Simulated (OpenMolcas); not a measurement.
Mn2+, Tc2+, Re2+: d5 down the group

```
Program             : OpenMolcas
Method              : CASSCF
Basis               : ANO-R2
Scalar Hamiltonian  : X2C, finite nucleus
Spin-orbit coupling : state interaction with AMFI integrals over the reference wave functions, term energies averaged over their components
```

Active space for each ion: 5 electrons in 5 orbitals (d).

Computed levels in cm-1 above 6S 5/2:

```csv
Level,Mn2+,Tc2+,Re2+
4G 7/2,32274,24534,22705
4G 11/2,32278,24567,23174
4G 9/2,32282,24606,23680
4P 3/2,37145,28048,24318
4P 1/2,37188,28433,26274
4D 7/2,40103,30191,28558
4D 1/2,40144,30595,31298
4D 3/2,40178,30890,32244
2I 11/2,45875,34983,32553
weight of 6S in the lowest level (%),100,100,94
```

Mixed levels, with the weight of the term that names them: Re2+ 4P 3/2 (52 %), Re2+ 4P 1/2 (69 %), Re2+ 4D 1/2 (72 %), Re2+ 4D 3/2 (51 %).

Measured, with the error of the calculation in %. Measured levels: Mn2+ from Corliss and Sugar, J. Phys. Chem. Ref. Data 6, 1253 (1977); Re2+ from the list in Brasseur, Gamrath and Quinet, At. Data Nucl. Data Tables 157, 101636 (2024).

| Level | Mn2+ | Re2+ |
| --- | --- | --- |
| 4G 7/2 | 26860 (+20.2) | 16890 (+34.4) |
| 4G 11/2 | 26824 (+20.3) | 18020 (+28.6) |
| 4G 9/2 | 26851 (+20.2) | 18346 (+29.1) |
| 4D 7/2 | 32307 (+24.1) | 20453 (+39.6) |
| 4D 1/2 | 32369 (+24.0) |  |
| 2I 11/2 | 39174 (+17.1) | 26170 (+24.4) |

Without spin-orbit coupling 4G lies 32276, 24556, 23077 cm-1 above 6S in that order; the difference to the level 4G 7/2, of either sign, comes from spin-orbit coupling, which also lowers the zero.

Without dynamic correlation excited terms often stand tens of per cent too high (terms of higher spin than the ground term too low), and those without a measured partner can miss by more than the paired ones. Levels of configurations with an s electron are missing; early in the row they begin among the upper levels of the d shell and mix with terms of their name (holds for Tc2+). Configurations with an s electron lie low in 5d ions of this charge, fall among these levels and mix in, so low-spin terms can stand far too high, up to twice their true height, and weights are not those of the real levels (holds for Re2+). Some levels mix across a computed gap that differs much from the measured one, so their mixing is not that of the real levels (holds for Re2+). Computed and measured levels are paired by configuration, term and J; levels that our copy of the source lacks, or whose pairing is in doubt (as where it misses far off the trend of its configuration), stay unpaired and out of the deviations. Only configurations of the active space appear.
